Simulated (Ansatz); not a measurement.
Born–Oppenheimer molecular dynamics of AlBrClFH$_{4}$OSi (10 atoms, charge 0, multiplicity 1). It starts at the highest image of a converged band, a first-order saddle point between two minima.

These are results of RKS B3LYP/def2-SVP in Ansatz 0.2.0, not measurements.

```json
{"ensemble": "NVE (velocity Verlet)", "time step": "0.5 fs", "steps asked": "200", "starting velocities drawn for": "100 K", "seed": "10771"}
```

First frame:

```xyz
10
Properties=species:S:1:pos:R:3
Al 0.059 0.232 0.140
Cl 0.459 -0.023 2.365
F 1.465 0.002 -0.713
O -1.404 -0.430 -0.362
Si -2.761 -1.276 -0.783
H -2.851 -2.534 0.013
H -3.975 -0.450 -0.518
H -2.722 -1.623 -2.232
Br -0.135 2.628 0.716
H 0.214 1.542 1.964
```

Task: How far do the bonds stretch over the last three quarters of this one trajectory? (Pairs bonded in most of those frames.)

Result: 
```tsv
bond	mean (Å)	spread (Å)	shortest	longest
Al1–Cl2	2.181	0.069	2.10	2.28
Al1–F3	1.662	0.003	1.66	1.67
Al1–O4	1.687	0.004	1.68	1.70
Al1–Br9	2.603	0.117	2.48	2.84
O4–Si5	1.654	0.005	1.64	1.66
Si5–H6	1.495	0.015	1.47	1.52
Si5–H7	1.493	0.005	1.48	1.50
Si5–H8	1.495	0.038	1.44	1.55
Br9–H10	1.499	0.066	1.43	1.64
```

Mean temperature of the second half: 178 K. The conserved energy stayed within 0.043 meV per atom of its start (net change 0.021 meV per atom), so the integration is sound. The kinetic energy rose, since the run started high on the potential surface and went downhill. A run of 0.1 ps of so small a system gives no equilibrium averages. The orbitals stay closed-shell, which can raise the energy where a bond breaks towards radicals; this wasn't checked here.

The run took 7.3 min on 4 threads of Arm Neoverse V2, with other jobs on the host, peak memory 0.38 GiB.
